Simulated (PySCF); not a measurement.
## ²⁹Si chemical shifts

Theoretical values (PySCF 2.14.0 with density-fitted response routines): shielding tensors at PBE0/pcSseg-1 (GIAO), PBE0-D3(BJ)/def2-SVP geometry. Relativity neglected, fast rotation and ring inversion assumed for equivalent nuclei, a single conformation, isolated molecule.

Shieldings were converted by a linear fit to measured shifts: ²⁹Si (scatter 8.9 ppm rms, 23.9 ppm with the 6 outliers that the fit left out vs TMS, solution or neat liquid). Occasional misses reach two or three times the rms, and more in compound classes unlike the fitted ones.

**Question.** Give the ²⁹Si shifts of `C[SiH2][SiH3]`.

**Answer.** 
```csv
compound,environment,δ (ppm)
[CH3:1][SiH2:2][SiH3:3],"Si2: silicon bonded to C, Si, 2 H",-73.3
[CH3:1][SiH2:2][SiH3:3],"Si3: silicon bonded to Si, 3 H",-101.7
```

**Question.** Order these by ²⁹Si shift, lowest first.
A. FC1C[SiH2]C1
B. CC#Cc1ccn([SiH3])c1F
C. C=N[SiH2]c1cccc(F)c1

**Answer.** A (-64.5 ppm, silicon bonded to 2 C, 2 H, in a 4-membered ring), B (-54.5 ppm, silicon bonded to N, 3 H), C (-36.6 ppm, silicon bonded to C, N, 2 H).
